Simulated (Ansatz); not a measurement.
# Molecular dynamics of ClH₄NOSi

Input:

```yaml
crystal:
  periodic: [false, false, false]
  atoms:
    - { symbol: Si, position_ang: [-0.087602, -0.039285, -0.137321] }
    - { symbol: Cl, position_ang: [0.183772, -0.141917, 1.953367] }
    - { symbol: O, position_ang: [1.445734, -0.145582, -0.790947] }
    - { symbol: H, position_ang: [2.094297, -0.554439, -0.190868] }
    - { symbol: "N", position_ang: [-0.790571, 1.403439, -0.739354] }
    - { symbol: H, position_ang: [-1.805617, 1.519652, -0.72166] }
    - { symbol: H, position_ang: [-0.303871, 2.298799, -0.655578] }
    - { symbol: H, position_ang: [-1.010242, -1.163267, -0.480839] }
basis:
  gaussian: { orbitals: def2-SVP }
hamiltonian:
  xc: pbe
md:
  timestep: 0.5
  n_steps: 100
  ensemble: nvt_langevin
  temperature: 400.0
  initial_velocities: maxwell_boltzmann
  seed: 625459
  friction: 0.01
```

Launched with:

```bash
$ ansatz run input.yaml --threads 1 --pin off --max-ram 2048MiB --backend cpu --events-out ev --progress --plain --runs-dir out
```

It starts from a relaxed structure.

Output, in part (one step line in 2, the closing report, with atoms numbered from 0):

```
md step     0: t =     0.00 fs  T =   350.0 K  F+E_penalty+E_count = -23983.37422403 eV  E_kin = 0.361928 eV  (26 SCF iters)
md step     2: t =     1.00 fs  T =   287.6 K  F+E_penalty+E_count = -23983.35915862 eV  E_kin = 0.297374 eV  (27 SCF iters)
md step     4: t =     2.00 fs  T =   235.1 K  F+E_penalty+E_count = -23983.32800424 eV  E_kin = 0.243110 eV  (27 SCF iters)
md step     6: t =     3.00 fs  T =   208.5 K  F+E_penalty+E_count = -23983.30505595 eV  E_kin = 0.215618 eV  (29 SCF iters)
md step     8: t =     4.00 fs  T =   192.9 K  F+E_penalty+E_count = -23983.28641240 eV  E_kin = 0.199468 eV  (29 SCF iters)
md step    10: t =     5.00 fs  T =   163.4 K  F+E_penalty+E_count = -23983.25403842 eV  E_kin = 0.168953 eV  (29 SCF iters)
md step    12: t =     6.00 fs  T =   148.8 K  F+E_penalty+E_count = -23983.21431072 eV  E_kin = 0.153910 eV  (29 SCF iters)
md step    14: t =     7.00 fs  T =   153.5 K  F+E_penalty+E_count = -23983.19440242 eV  E_kin = 0.158696 eV  (29 SCF iters)
md step    16: t =     8.00 fs  T =   128.8 K  F+E_penalty+E_count = -23983.19942462 eV  E_kin = 0.133151 eV  (30 SCF iters)
md step    18: t =     9.00 fs  T =   141.0 K  F+E_penalty+E_count = -23983.21311088 eV  E_kin = 0.145840 eV  (27 SCF iters)
md step    20: t =    10.00 fs  T =   150.2 K  F+E_penalty+E_count = -23983.21982816 eV  E_kin = 0.155281 eV  (29 SCF iters)
md step    22: t =    11.00 fs  T =   149.8 K  F+E_penalty+E_count = -23983.22082694 eV  E_kin = 0.154886 eV  (29 SCF iters)
md step    24: t =    12.00 fs  T =   143.6 K  F+E_penalty+E_count = -23983.22713308 eV  E_kin = 0.148451 eV  (29 SCF iters)
md step    26: t =    13.00 fs  T =   170.4 K  F+E_penalty+E_count = -23983.23635757 eV  E_kin = 0.176219 eV  (28 SCF iters)
md step    28: t =    14.00 fs  T =   197.6 K  F+E_penalty+E_count = -23983.23968448 eV  E_kin = 0.204362 eV  (29 SCF iters)
md step    30: t =    15.00 fs  T =   167.4 K  F+E_penalty+E_count = -23983.21702777 eV  E_kin = 0.173080 eV  (29 SCF iters)
md step    32: t =    16.00 fs  T =   155.0 K  F+E_penalty+E_count = -23983.17906919 eV  E_kin = 0.160276 eV  (28 SCF iters)
md step    34: t =    17.00 fs  T =   133.9 K  F+E_penalty+E_count = -23983.15503449 eV  E_kin = 0.138498 eV  (29 SCF iters)
md step    36: t =    18.00 fs  T =   170.7 K  F+E_penalty+E_count = -23983.16137121 eV  E_kin = 0.176555 eV  (30 SCF iters)
md step    38: t =    19.00 fs  T =   186.5 K  F+E_penalty+E_count = -23983.18009528 eV  E_kin = 0.192809 eV  (29 SCF iters)
md step    40: t =    20.00 fs  T =   183.5 K  F+E_penalty+E_count = -23983.19264636 eV  E_kin = 0.189771 eV  (30 SCF iters)
md step    42: t =    21.00 fs  T =   212.9 K  F+E_penalty+E_count = -23983.19472024 eV  E_kin = 0.220154 eV  (30 SCF iters)
md step    44: t =    22.00 fs  T =   251.9 K  F+E_penalty+E_count = -23983.20314730 eV  E_kin = 0.260497 eV  (29 SCF iters)
md step    46: t =    23.00 fs  T =   290.9 K  F+E_penalty+E_count = -23983.24241759 eV  E_kin = 0.300824 eV  (27 SCF iters)
md step    48: t =    24.00 fs  T =   340.2 K  F+E_penalty+E_count = -23983.27463504 eV  E_kin = 0.351835 eV  (27 SCF iters)
md step    50: t =    25.00 fs  T =   313.3 K  F+E_penalty+E_count = -23983.26230954 eV  E_kin = 0.323949 eV  (28 SCF iters)
md step    52: t =    26.00 fs  T =   311.6 K  F+E_penalty+E_count = -23983.21702991 eV  E_kin = 0.322233 eV  (28 SCF iters)
md step    54: t =    27.00 fs  T =   262.4 K  F+E_penalty+E_count = -23983.17830312 eV  E_kin = 0.271310 eV  (28 SCF iters)
md step    56: t =    28.00 fs  T =   253.0 K  F+E_penalty+E_count = -23983.16220350 eV  E_kin = 0.261644 eV  (28 SCF iters)
md step    58: t =    29.00 fs  T =   258.3 K  F+E_penalty+E_count = -23983.15124163 eV  E_kin = 0.267086 eV  (28 SCF iters)
md step    60: t =    30.00 fs  T =   247.8 K  F+E_penalty+E_count = -23983.13203981 eV  E_kin = 0.256237 eV  (29 SCF iters)
md step    62: t =    31.00 fs  T =   236.3 K  F+E_penalty+E_count = -23983.11238104 eV  E_kin = 0.244392 eV  (28 SCF iters)
md step    64: t =    32.00 fs  T =   247.9 K  F+E_penalty+E_count = -23983.10540999 eV  E_kin = 0.256322 eV  (27 SCF iters)
md step    66: t =    33.00 fs  T =   260.1 K  F+E_penalty+E_count = -23983.12823810 eV  E_kin = 0.268996 eV  (27 SCF iters)
md step    68: t =    34.00 fs  T =   308.3 K  F+E_penalty+E_count = -23983.15828956 eV  E_kin = 0.318760 eV  (27 SCF iters)
md step    70: t =    35.00 fs  T =   338.1 K  F+E_penalty+E_count = -23983.15411687 eV  E_kin = 0.349655 eV  (27 SCF iters)
md step    72: t =    36.00 fs  T =   327.9 K  F+E_penalty+E_count = -23983.12905171 eV  E_kin = 0.339113 eV  (27 SCF iters)
md step    74: t =    37.00 fs  T =   344.4 K  F+E_penalty+E_count = -23983.11967508 eV  E_kin = 0.356152 eV  (28 SCF iters)
md step    76: t =    38.00 fs  T =   333.6 K  F+E_penalty+E_count = -23983.10915351 eV  E_kin = 0.344942 eV  (28 SCF iters)
md step    78: t =    39.00 fs  T =   344.2 K  F+E_penalty+E_count = -23983.09937115 eV  E_kin = 0.355971 eV  (27 SCF iters)
md step    80: t =    40.00 fs  T =   335.9 K  F+E_penalty+E_count = -23983.09110596 eV  E_kin = 0.347337 eV  (28 SCF iters)
md step    82: t =    41.00 fs  T =   332.1 K  F+E_penalty+E_count = -23983.07239474 eV  E_kin = 0.343382 eV  (28 SCF iters)
md step    84: t =    42.00 fs  T =   300.4 K  F+E_penalty+E_count = -23983.06052384 eV  E_kin = 0.310669 eV  (28 SCF iters)
md step    86: t =    43.00 fs  T =   341.2 K  F+E_penalty+E_count = -23983.07447927 eV  E_kin = 0.352805 eV  (27 SCF iters)
md step    88: t =    44.00 fs  T =   326.8 K  F+E_penalty+E_count = -23983.09906022 eV  E_kin = 0.337888 eV  (28 SCF iters)
md step    90: t =    45.00 fs  T =   330.0 K  F+E_penalty+E_count = -23983.09891085 eV  E_kin = 0.341234 eV  (28 SCF iters)
md step    92: t =    46.00 fs  T =   287.8 K  F+E_penalty+E_count = -23983.07178338 eV  E_kin = 0.297579 eV  (29 SCF iters)
md step    94: t =    47.00 fs  T =   276.4 K  F+E_penalty+E_count = -23983.03321621 eV  E_kin = 0.285839 eV  (29 SCF iters)
md step    96: t =    48.00 fs  T =   276.3 K  F+E_penalty+E_count = -23983.00949667 eV  E_kin = 0.285737 eV  (28 SCF iters)
md step    98: t =    49.00 fs  T =   238.9 K  F+E_penalty+E_count = -23982.99299163 eV  E_kin = 0.247007 eV  (30 SCF iters)
md step   100: t =    50.00 fs  T =   234.0 K  F+E_penalty+E_count = -23982.97594246 eV  E_kin = 0.241995 eV  (27 SCF iters)
Total energy: -23982.97597380 eV, -881.3581107921 hartree
Atom 0 at     0.077833    -0.076456    -0.182766 Å, force     0.163725     1.485028     0.842635 eV/Å
Atom 1 at     0.044880    -0.107627     2.016494 Å, force     0.456665    -0.007077    -1.011746 eV/Å
Atom 2 at     1.611778    -0.015068    -0.896068 Å, force    -0.354477    -0.314142     0.551793 eV/Å
Atom 3 at     2.375355    -0.545067    -0.581501 Å, force    -0.530851     0.110566     0.040012 eV/Å
Atom 4 at    -0.637211     1.467333    -0.713369 Å, force    -0.980312    -2.301428    -0.044641 eV/Å
Atom 5 at    -1.690283     1.471152    -0.575663 Å, force     1.493629     0.487091     0.012350 eV/Å
Atom 6 at    -0.120898     2.240529    -0.306024 Å, force    -0.233234     0.600780     0.187945 eV/Å
Atom 7 at    -0.767917    -1.284179    -0.358075 Å, force    -0.015146    -0.060817    -0.578348 eV/Å
Dipole moment:     0.052852    -0.028641    -0.141985 e Å
```

All steps were run. The mean temperature of the second half is 26 % below the set value. A run of 0.05 ps of so small a system gives no equilibrium averages.

The same pairs are bonded in the first frame and the last. Pairs count as bonded within 1.25 times the sum of covalent radii (0.12 Å more for H–H).

Last frame:

```xyz
8
Properties=species:S:1:pos:R:3
Si 0.078 -0.076 -0.183
Cl 0.045 -0.108 2.017
O 1.612 -0.015 -0.896
H 2.375 -0.545 -0.582
N -0.637 1.467 -0.713
H -1.690 1.471 -0.576
H -0.121 2.240 -0.306
H -0.768 -1.284 -0.358
```

The run took 3.8 min on 1 thread of Arm Neoverse V1, on a shared host, peak memory 0.11 GiB.
